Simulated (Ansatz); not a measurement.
`BN(C=C)CC` → `BN(C)C=C` + `[CH2]` (triplet) at 500 K and 1 bar (formal loss of a carbene).

Isolated molecules relaxed with PBE0-D4/def2-TZVP in Ansatz; ΔE leaves out vibrations. CCSD(T)/CBS is the MP2 limit (def2-TZVPP, def2-QZVPP) plus CCSD(T) − MP2 in def2-TZVPP, frozen cores. This one scheme is used for every species. Triplets are unrestricted, without spin–orbit coupling. Each species was taken in one conformer, which may not be the lowest.

```json
{"species": "`BN(C=C)CC`", "CCSD(T)/CBS energy (Eh)": "-237.73427", "H − E (kJ/mol)": "416.6", "S (J/(mol·K))": "415.8"}
{"species": "`BN(C)C=C`", "CCSD(T)/CBS energy (Eh)": "-198.47223", "H − E (kJ/mol)": "332.8", "S (J/(mol·K))": "372.1"}
{"species": "`[CH2]` (triplet)", "CCSD(T)/CBS energy (Eh)": "-39.09499", "H − E (kJ/mol)": "62.7", "S (J/(mol·K))": "213.9"}
```

H − E and S are ideal-gas, rigid-rotor, harmonic terms from PBE0-D4/def2-TZVP, for one conformer and one mirror image of each species, with the whole ground term of open shells counted as degenerate. 1 Eh = 2625.50 kJ/mol, R = 8.31446 J/(mol·K).

Question: By hand: ΔE, ΔH, ΔS and ΔG.

Answer: ΔE = (-198.47223) + (-39.09499) − (-237.73427) = 0.16705 Eh = 438.6 kJ/mol. Δ(H − E) = 332.8 + 62.7 − 416.6 = -21.1, so ΔH = 417.5 kJ/mol. ΔS = 372.1 + 213.9 − 415.8 = 170.2 J/(mol·K). ΔG = 417.5 − 500 × (170.2)/1000 = 332.4 kJ/mol.

Question: By hand: the equilibrium constant, and the temperature at which ΔG would vanish if ΔH and ΔS stayed fixed.

Answer: log₁₀ K = −ΔG/(RT ln 10) = -34.7. ΔG = 0 at ΔH/ΔS = 2453 K.

The number of gas molecules changes by +1, which sets the sign of ΔS. A doubt of 5 kJ/mol in ΔE shifts log₁₀ K by 0.5 here. Other conformers and mirror images would add mixing entropy, several J/(mol·K) or more a flexible species. A triplet takes part, so the spin changes. These are equilibria of isolated gas molecules and say nothing of rates. Largest T1 diagnostic: 0.013 (customary marks: 0.02 for closed shells, 0.045 for open ones).
